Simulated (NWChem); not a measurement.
Molecule: CH₃BrZn; SMILES [CH3][Zn][Br]

```xyz
6

Zn    -0.0008    -0.8814     0.0001
Br     0.0012     1.3661    -0.0001
C     -0.0044    -2.7903     0.0005
H     -0.7387    -3.1826    -0.7110
H     -0.2550    -3.1833     0.9914
H      0.9775    -3.1867    -0.2787
```
Atoms are numbered in this order, from 1.

All runs: NWChem. Pople sets run with spherical d functions. Coordinates come from a B3LYP/6-31G* (spherical d) optimisation. Vzz is the largest principal value of the second derivative of the potential at the nucleus (NWChem prints the opposite sign); η is the asymmetry. Non-relativistic.

```
level             Vzz Zn1 (a.u.)  η Zn1  Vzz Br2 (a.u.)  η Br2
----------------  --------------  -----  --------------  -----
B3LYP/6-31G*                   ?   0.00           2.547   0.00
B3LYP/def2-TZVP           -2.231   0.00           3.032   0.00
CAM-B3LYP/6-31G*          -1.299   0.00           2.550   0.00
```

**Question.** Fill in the missing entries.

**Answer.** 
- B3LYP/6-31G*, Vzz Zn1 (a.u.): -1.173
